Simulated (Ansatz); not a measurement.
Diatomic MgH-, closed-shell singlet (lowest of 2S+1 = 1, 3 at CCSD(T)/def2-TZVPP on PBE0 minima; our sources give no spin for the ground state, which may be another).

Seven points along R, fitted to fifth degree in 1/R; most abundant isotopes. Runs in def2 and cc sets follow the lowest solution found near the PBE0 minimum. The singlet is held restricted.

Correlated levels freeze the inner cores; with def2 sets outer-core shells near the valence are correlated too.

Codes used: Ansatz (a program for electronic structure) with Gaussian orbitals. Values without a source in brackets are computed.

Energies at B2PLYP/def2-TZVPP:

| R (Å) | E (hartree) |
|---|---|
| 1.763748 | -200.56994142 |
| 1.811161 | -200.57084267 |
| 1.854780 | -200.57125111 |
| 1.904089 | -200.57130908 |
| 1.953398 | -200.57101315 |
| 2.010293 | -200.57031735 |
| 2.076671 | -200.56913180 |

Question: With a reduced mass of 0.9672 u, find the minimum, the force constant and the constants.

Answer: A fifth-degree polynomial in 1/R puts the minimum at r_e = 1.8865 Å with force constant 68.0 N/m. Then ω_e = (1/2πc)√(k/μ) = 1092 cm⁻¹ and B_e = h/(8π²cμr_e²) = 4.898 cm⁻¹; the cubic and quartic terms give α_e = 0.20 and ω_e x_e = 29 cm⁻¹.
